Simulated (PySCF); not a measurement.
Compound: TcO3(NH2) (singlet state).
Structure used (PBE0-D3(BJ)/def2-SVP), in Å, numbered top down from 1:
```xyz
7
H2NO3Tc angstrom
Tc     0.3229    0.6230    0.2458
O      0.3102    0.5847    1.9143
O      1.8946    0.6269   -0.3037
O     -0.5594    1.9343   -0.2821
N     -0.4912   -0.9277   -0.4675
H      0.0226   -1.7934   -0.6073
H     -1.4998   -1.0478   -0.4995
```

Method: PBE0-D3(BJ)/def2-SVP geometry optimisation, gas phase, def2 core potentials past Kr in PySCF 2.14.0.

(1) Which atoms are bound to Tc1, and at what distances?

(2) List the angles at Tc1.

(3) What is the shape at Tc1?

(4) What are the other bond lengths?

(5) What are the rotational constants (commonest isotopes, rigid rotor)?

Answers

(1) 4 atoms: O3 1.665 Å, O4 1.666 Å, O2 1.669 Å, N5 1.891 Å. The nearest atom not counted as bound is H6, at 2.58 Å (others tie with it).

(2) 
```json
{"angle": "O3–Tc1–O4", "degrees": "113.2", "distance of the outer atoms (Å)": "2.78"}
{"angle": "O2–Tc1–N5", "degrees": "110.8", "distance of the outer atoms (Å)": "2.93"}
{"angle": "O2–Tc1–O3", "degrees": "109.7", "distance of the outer atoms (Å)": "2.73"}
{"angle": "O2–Tc1–O4", "degrees": "109.3", "distance of the outer atoms (Å)": "2.72"}
{"angle": "O4–Tc1–N5", "degrees": "107.3", "distance of the outer atoms (Å)": "2.87"}
{"angle": "O3–Tc1–N5", "degrees": "106.5", "distance of the outer atoms (Å)": "2.85"}
```

(3) Distorted tetrahedral: angles from 106.5° to 113.2°; τ4 = (360° − α − β)/141° = 0.96 with α and β the two widest (0 for a square, 1 for a tetrahedron).

(4) N5–H6, N5–H7 1.016 Å.

(5) A = 4164, B = 3791, C = 3651 MHz: an asymmetric top.

Point group: near Cs, missed by 0.09 Å at most; the miss may be what the optimiser left on a soft mode. Charge 0, singlet. PBE0-D3(BJ)/def2-SVP frequencies: not computed here.
